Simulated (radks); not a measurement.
Results of a calculation; reference values are marked as such.
Task: Species: Pr II. Configuration: [Xe] 4f3 6p1 (not the ground configuration). Level of theory: Dirac Kohn-Sham, PBE, spin-unpolarised, spherical densities, point nucleus; open shells fill j = l - 1/2 first (a radial shooting solver on a logarithmic mesh with Libxc functionals). Some entries of the table are withheld. Estimate them.

| orbital | occ. | eigenvalue (hartree) | <r> (bohr) |
|---|---|---|---|
| 1s1/2 | 2 | -1535.622 | 0.02409 |
| 2s1/2 | 2 | -247.1356 | 0.1026 |
| 2p1/2 | 2 | -233.5683 | 0.08605 |
| 2p3/2 | 4 | -215.8458 | 0.09236 |
| 3s1/2 | 2 | -53.50341 | 0.2720 |
| 3p1/2 | 2 | -47.73660 | (1) |
| 3p3/2 | 4 | -44.22529 | (2) |
| 3d3/2 | 4 | (3) | 0.2452 |
| 3d5/2 | 6 | (4) | 0.2491 |
| 4s1/2 | 2 | -10.82883 | 0.6225 |
| 4p1/2 | 2 | -8.67153 | 0.6404 |
| 4p3/2 | 4 | -7.91637 | 0.6683 |
| 4d3/2 | 4 | -4.37665 | 0.7219 |
| 4d5/2 | 6 | -4.24424 | 0.7319 |
| 5s1/2 | 2 | -1.68251 | 1.508 |
| 5p1/2 | 2 | (5) | 1.700 |
| 5p3/2 | 4 | (6) | 1.786 |
| 6s1/2 | 0 | -0.31718 | 4.072 |
| 5d3/2 | 0 | -0.30156 | 2.818 |
| 4f5/2 | 3 | -0.29725 | 1.159 |
| 5d5/2 | 0 | -0.29391 | 2.875 |
| 4f7/2 | 0 | -0.28465 | 1.179 |
| 6p1/2 | 1 | -0.21783 | 4.974 |
| 6p3/2 | 0 | -0.20776 | 5.165 |

Result: 
(1) 3p1/2 <r> (bohr): 0.2617
(2) 3p3/2 <r> (bohr): 0.2740
(3) 3d3/2 eigenvalue (hartree): -34.16989
(4) 3d5/2 eigenvalue (hartree): -33.41313
(5) 5p1/2 eigenvalue (hartree): -1.10987
(6) 5p3/2 eigenvalue (hartree): -1.00712
